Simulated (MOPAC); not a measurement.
MOPAC input (AM1):

```
AM1 FORCE THERMO(298,298) PRECISE LET UHF MS=0.5 GEO-OK AUX(PRECISION=9) THREADS=1
CH2N

C    -0.56801490 1    0.24662143 1    0.02772452 1
N     0.49844707 1   -0.31759182 1   -0.03106851 1
H    -1.33739758 1    0.98516033 1    0.09222166 1
H     1.42703381 1    0.04739965 1   -0.02522280 1
```

Output:

```
 *******************************************************************************
 **                                                                           **
 **                              MOPAC v23.2.5                                **
 **                                                                           **
 *******************************************************************************
 ** MOPAC's Digital Object Identifier: https://doi.org/10.5281/zenodo.6511958 **
 **                                                                           **
 ** Please cite the open-source release paper for use of this MOPAC version:  **
 ** J. E. Moussa and J. J. P. Stewart (2026)                                  **
 ** MOPAC: An open-source semiempirical molecular orbital program             **
 ** J. Open Source Softw., 11(119), 8025, https://doi.org/10.21105/joss.08025 **
 *******************************************************************************

                              AM1 CALCULATION RESULTS

 *******************************************************************************
 *  AM1        - The AM1 Hamiltonian to be used
 *  GEO-OK     - OVERRIDE INTERATOMIC DISTANCE AND OTHER SAFETY CHECKS
 *  UHF        - UNRESTRICTED HARTREE-FOCK CALCULATION
 *  MS=        - IN MECI, MAGNETIC COMPONENT OF SPIN =  0.5
 *  LET        - OVERRIDE SOME SAFETY CHECKS
 *  PRECISE    - TIGHTER CRITERIA TO BE USED
 *  FORCE      - FORCE CALCULATION SPECIFIED
 *  AUX        - OUTPUT AUXILIARY INFORMATION
 *  THERMO     - THERMODYNAMIC QUANTITIES TO BE CALCULATED
 *******************************************************************************
AM1 FORCE THERMO(298,298) PRECISE LET UHF MS=0.5 GEO-OK AUX(PRECISION=9) THREADS=1
 CH2N

   ATOM   CHEMICAL          X               Y               Z
  NUMBER   SYMBOL      (ANGSTROMS)     (ANGSTROMS)     (ANGSTROMS)

     1       C         -0.56801490  *   0.24662143  *   0.02772452  *
     2       N          0.49844707  *  -0.31759182  *  -0.03106851  *
     3       H         -1.33739758  *   0.98516033  *   0.09222166  *
     4       H          1.42703381  *   0.04739965  *  -0.02522280  *

          CARTESIAN COORDINATES

    NO.       ATOM           X           Y           Z

     1         C         -0.5680      0.2466      0.0277
     2         N          0.4984     -0.3176     -0.0311
     3         H         -1.3374      0.9852      0.0922
     4         H          1.4270      0.0474     -0.0252

  H: (AM1): M.J.S. DEWAR ET AL, J. AM. CHEM. SOC. 107 3902-3909 (1985)
  C: (AM1): M.J.S. DEWAR ET AL, J. AM. CHEM. SOC. 107 3902-3909 (1985)
  N: (AM1): M.J.S. DEWAR ET AL, J. AM. CHEM. SOC. 107 3902-3909 (1985)

           Empirical Formula: C H2 N  =     4 atoms

      MOLECULAR POINT GROUP   :   Cs

          UHF CALCULATION, NO. OF ALPHA ELECTRONS =    6
                           NO. OF BETA  ELECTRONS =    5

          HEAT OF FORMATION =      51.648722 KCALS/MOLE

          CARTESIAN COORDINATE DERIVATIVES

   NUMBER  ATOM         X            Y            Z

     1       C     -0.012598    -0.023965     0.000000
     2       N      0.020050     0.028643     0.000000
     3       H     -0.002553     0.010738     0.000000
     4       H     -0.004899    -0.015416     0.000000

 DIPOLE           X         Y         Z       TOTAL
 POINT-CHG.    -0.516     0.936    -0.000     1.069
 HYBRID        -0.141     1.124     0.000     1.133
 SUM           -0.656     2.061    -0.000     2.163

          GRADIENT NORM =   0.04836

          MOLECULAR WEIGHT =   28.03

          ROTATIONAL CONSTANTS IN CM(-1)

          A =   27.61264919   B =    1.22633247   C =    1.17418461

           PRINCIPAL MOMENTS OF INERTIA IN UNITS OF 10**(-40)*GRAM-CM**2

          A =        1.0138   B =       22.8264   C =       23.8402

          ORIENTATION OF MOLECULE IN FORCE CALCULATION

    NO.       ATOM         X         Y         Z

     1          C      -0.6334   -0.0378    0.0000
     2          N       0.5746   -0.0378    0.0000
     3          H      -1.6607    0.2556    0.0000
     4          H       1.2236    0.7200   -0.0000

    FIRST DERIVATIVES WILL BE USED IN THE CALCULATION OF SECOND DERIVATIVES

    FOR POINT-GROUP Cs   THERE ARE   2 UNIQUE SYMMETRY FUNCTIONS.

(To convert to Hartree/Bohr^2, multiply by (10^(-21) x N x a0^2)/(4.184 x 627.51) =  0.0642)

           FORCE MATRIX IN MILLIDYNES/ANGSTROM

                  C  1       N  2       H  3       H  4
 ------------------------------------------------------
     C    1  23.251881
     N    2  16.772105  19.833176
     H    3   5.709397   0.553259   5.971736
     H    4   1.235987   5.445440   0.151052   6.078344

          HEAT OF FORMATION =      51.648722 KCALS/MOLE

          ZERO POINT ENERGY      15.736 KCAL/MOL

           NORMAL COORDINATE ANALYSIS (Total motion = 1 Angstrom)

   Root No.       1         2         3         4         5         6

                 1 A'      2 A'      1 A"      3 A'      4 A'      5 A'

                 573.4     832.8     892.1    2085.9    3295.9    3327.2

           1   -0.0087    0.0064   -0.0000    0.2239   -0.0087   -0.0850
           2   -0.1170   -0.0126   -0.0000    0.0123   -0.0016    0.0145
           3    0.0000    0.0000   -0.1038   -0.0000    0.0000   -0.0000
           4   -0.0134   -0.0387    0.0000   -0.2004   -0.0410    0.0220
           5    0.0571    0.0598    0.0000   -0.0062   -0.0400    0.0078
           6   -0.0000   -0.0000    0.0625    0.0000    0.0000    0.0000
           7    0.1871   -0.0508    0.0000    0.3441    0.1125    0.7638
           8    0.6734   -0.2195    0.0000   -0.0504   -0.0215   -0.1987
           9   -0.0000    0.0000    0.6010    0.0000   -0.0000    0.0000
          10    0.1023    0.5124   -0.0000   -0.2272    0.5615   -0.0571
          11   -0.0721   -0.4611   -0.0000   -0.0105    0.5966   -0.0835
          12    0.0000    0.0000   -0.2327   -0.0000   -0.0000    0.0000

           MASS-WEIGHTED COORDINATE ANALYSIS (NORMAL COORDINATES)

   Root No.       1         2         3         4         5         6

                 1 A'      2 A'      1 A"      3 A'      4 A'      5 A'

                 573.4     832.8     892.1    2085.9    3295.9    3327.2

           1   -0.0354    0.0286   -0.0000    0.6701   -0.0353   -0.3436
           2   -0.4774   -0.0564   -0.0000    0.0368   -0.0065    0.0587
           3    0.0000    0.0000   -0.4634   -0.0000    0.0000   -0.0000
           4   -0.0589   -0.1865    0.0000   -0.6477   -0.1788    0.0962
           5    0.2515    0.2882    0.0000   -0.0199   -0.1744    0.0342
           6   -0.0000   -0.0000    0.3014    0.0000    0.0000    0.0000
           7    0.2211   -0.0656    0.0000    0.2983    0.1316    0.8944
           8    0.7958   -0.2836    0.0000   -0.0437   -0.0252   -0.2326
           9   -0.0000    0.0000    0.7771    0.0000   -0.0000    0.0000
          10    0.1209    0.6621   -0.0000   -0.1970    0.6568   -0.0669
          11   -0.0853   -0.5959   -0.0000   -0.0091    0.6978   -0.0977
          12    0.0000    0.0000   -0.3009   -0.0000   -0.0000    0.0000

          DESCRIPTION OF VIBRATIONS

 VIBRATION          1    1A'         ATOM PAIR     ENERGY CONTRIBUTION    RADIAL
 FREQUENCY           573.42         C 1 -- H 3         +78.3% ( 96.7%)      0.6%
 TRANSITION DIPOLE   1.1069         C 1 -- N 2         +12.3% ( 38.3%)      0.1%
 TRAVEL (Ang.)       0.3180         N 2 -- H 4          +9.4% ( 33.5%)     13.2%
 REDUCED MASS        1.1627
 EFFECTIVE MASS      3.4942
 FORCE CONSTANT      0.2253

 VIBRATION          2    2A'         ATOM PAIR     ENERGY CONTRIBUTION    RADIAL
 FREQUENCY           832.79         N 2 -- H 4         +83.2% ( 92.4%)      0.9%
 TRANSITION DIPOLE   0.8423         C 1 -- N 2         +13.8% ( 37.7%)     28.0%
 TRAVEL (Ang.)       0.3111         C 1 -- H 3          +3.0% ( 17.5%)      1.3%
 REDUCED MASS        0.8364
 EFFECTIVE MASS      2.7057
 FORCE CONSTANT      0.3418

 VIBRATION          3    1A"         ATOM PAIR     ENERGY CONTRIBUTION    RADIAL
 FREQUENCY           892.08         C 1 -- H 3         +84.1% ( 82.0%)      0.0%
 TRANSITION DIPOLE   0.3393         C 1 -- N 2         +11.7% ( 30.5%)      0.0%
 TRAVEL (Ang.)       0.2689         N 2 -- H 4          +4.2% ( 18.3%)      0.0%
 REDUCED MASS        1.0453
 EFFECTIVE MASS      3.1720
 FORCE CONSTANT      0.4901

 VIBRATION          4    3A'         ATOM PAIR     ENERGY CONTRIBUTION    RADIAL
 FREQUENCY          2085.90         C 1 -- N 2         +65.9% ( 99.9%)     99.8%
 TRANSITION DIPOLE   1.2792         C 1 -- H 3         +19.8% ( 54.7%)     77.7%
 TRAVEL (Ang.)       0.0811         N 2 -- H 4         +14.3% ( 46.6%)     44.7%
 REDUCED MASS        4.9151
 EFFECTIVE MASS     12.2135
 FORCE CONSTANT     12.6000

 VIBRATION          5    4A'         ATOM PAIR     ENERGY CONTRIBUTION    RADIAL
 FREQUENCY          3295.90         N 2 -- H 4         +97.3% ( 99.0%)     99.7%
 TRANSITION DIPOLE   0.1683         C 1 -- H 3          +1.9% ( 13.8%)     97.2%
 TRAVEL (Ang.)       0.1504         C 1 -- N 2          +0.8% (  8.9%)     42.2%
 REDUCED MASS        0.9049
 EFFECTIVE MASS      1.4179
 FORCE CONSTANT      5.7917

 VIBRATION          6    5A'         ATOM PAIR     ENERGY CONTRIBUTION    RADIAL
 FREQUENCY          3327.20         C 1 -- H 3         +93.2% ( 98.5%)     99.8%
 TRANSITION DIPOLE   0.5906         C 1 -- N 2          +4.9% ( 22.6%)     99.7%
 TRAVEL (Ang.)       0.1489         N 2 -- H 4          +1.9% ( 14.0%)     96.7%
 REDUCED MASS        0.9142
 EFFECTIVE MASS      1.9862
 FORCE CONSTANT      5.9627

      SYMMETRY NUMBER FOR POINT-GROUP Cs  =  1

          SYSTEM IS A GROUND STATE

 CH2N

          MOLECULE IS NOT LINEAR

          THERE ARE  6 GENUINE VIBRATIONS IN THIS SYSTEM
          THIS THERMODYNAMICS CALCULATION IS LIMITED TO
          MOLECULES WHICH HAVE NO INTERNAL ROTATIONS

                    CALCULATED THERMODYNAMIC PROPERTIES
                                          *
   TEMP. (K)   PARTITION FUNCTION   H.O.F.    ENTHALPY  HEAT CAPACITY ENTROPY
                                   KCAL/MOL   CAL/MOLE    CAL/K/MOL  CAL/K/MOL

 298.00  VIB.     0.1101D+01                   188.3527     2.2046     0.8239
         ROT.     0.8379D+03                   888.2803     2.9808    16.3564
         INT.     0.9228D+03                  1076.6330     5.1854    17.1803
         TRA.     0.1435D+27                  1480.4672     4.9680    35.9248
         TOT.                       51.649    2557.1002    10.1535    53.1051

   *: NOTE: HEATS OF FORMATION ARE RELATIVE TO THE
            ELEMENTS IN THEIR STANDARD STATE AT 298K
              (=  Standard Enthalpy of Formation).

            Hvib:  Zero-point energy is not included.
                   frequencies of less than zero cm-1 are not included.
            Hrot = (3/2)RT
            Htra = (3/2)RT + pV = (5/2)RT

            Heat capacity is Cp, not Cv

          For more information, see: HTTP://OpenMOPAC.net/Manual/thermochemistry.html

           FORCE CONSTANT IN CARTESIAN COORDINATES (Millidynes/A)

    ATOM   CHEMICAL       X               Y               Z
   NUMBER   SYMBOL  FORCE CONSTANT  FORCE CONSTANT  FORCE CONSTANT

      1       C       23.176479        0.862724        1.209835
      2       N       18.980103        3.487939        0.597708
      3       H        5.611728        0.521152        0.286403
      4       H        3.095951        3.352594        0.044442

 **********************
 *                    *
 * JOB ENDED NORMALLY *
 *                    *
 **********************

 == MOPAC DONE ==
```
